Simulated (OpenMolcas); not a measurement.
Re2+.

```json
{"Program": "OpenMolcas", "Basis": "ANO-RCC-VQZP [9s8p6d4f3g2h]", "Scalar Hamiltonian": "DKH2, point nucleus", "Active space": "5 electrons in 5 orbitals (5d)", "State averaging": "2S+1 = 6 even, 1 root; 2S+1 = 4 even, 24 roots; 2S+1 = 2 even, 75 roots", "Spin-orbit coupling": "state interaction with AMFI integrals over the reference wave functions, term energies averaged over their components"}
```

Two sets of levels on these reference wave functions, in cm-1 above 5d5 6S 5/2: one from CASSCF and one from MS-CASPT2, IPEA 0.25 Eh, imaginary shift 0.1 Eh (closed shells correlated: 5s 5p).

```csv
Level,Set 1,Set 2
5d5 6S 5/2,0.0,0.0
5d5 4G 7/2 [70 %],22690,18370
5d5 4G 11/2,23170,19240
5d5 4G 9/2,23700,19750
5d5 4P 1/2 [59 %],26270,20870
5d5 4D 7/2 [73 %],28580,22790
5d5 4D 1/2 [62 %],31370,25590
5d5 2I 11/2,32560,28010
5d5 2I 13/2,34750,30340
5d5 2H 9/2 [51 %],41300,35110
5d5 2F 5/2(2) [56 %],45210,37350
5d5 2H 11/2 [75 %],46110,40680
5d5 2F 7/2(2) [50 %],47750,39990
5d5 2S 1/2,50470,41050
5d5 2D 3/2(2),55820,46110
5d5 2D 5/2(2) [71 %],58290,48900
```

Q: Which set is which?

A: Set 2 is MS-CASPT2. Its levels of the other terms of 5d5 lie at 0.79 to 0.88 of the other set's values, as expected, since terms of lower spin or lower L gain more correlation energy than the Hund ground term. Against 6 measured levels (the list in Brasseur, Gamrath and Quinet, At. Data Nucl. Data Tables 157, 101636 (2024)) the mean absolute deviation is 1700 cm-1 with it and 6200 cm-1 without; single levels miss by up to 2300 cm-1 with it.

CASPT2 breaks the degeneracy within a term, and the mean is taken; among the terms shown or strongly mixed into the levels shown the widest spread is 540 cm-1 (5d5 2F(2), MS-CASPT2). Configurations with an s electron lie low in 5d ions of this charge, fall among these levels and mix in, so low-spin terms can stand far too high, up to twice their true height, and weights are not those of the real levels. Without dynamic correlation excited terms often stand tens of per cent too high (terms of higher spin than the ground term too low), and those without a measured partner can miss by more than the paired ones (holds for CASSCF). Some levels mix across a computed gap that differs much from the measured one, so their mixing is not that of the real levels (holds for CASSCF). Blocks of more than 70 roots (2S+1 = 2 even) ran without multistate coupling (holds for MS-CASPT2). The CASPT2 spread within a term exceeds the gap to the next term for 5d5 4F and 5d5 2F(1), so the order of their levels is uncertain, and so are names and mixing where such terms share a J (holds for MS-CASPT2). Computed and measured levels are paired by configuration, term and J; levels that our copy of the source lacks, or whose pairing is in doubt (as where it misses far off the trend of its configuration), stay unpaired and out of the deviations. Levels of configurations outside the active space are missing. The table leaves out levels that lie high or whose names do not pair safely across all columns.

A share in square brackets marks a mixed level and gives the weight of the term that names it, the lowest over the columns. A number in round brackets counts repeated terms of one configuration in the order of the reference energies.
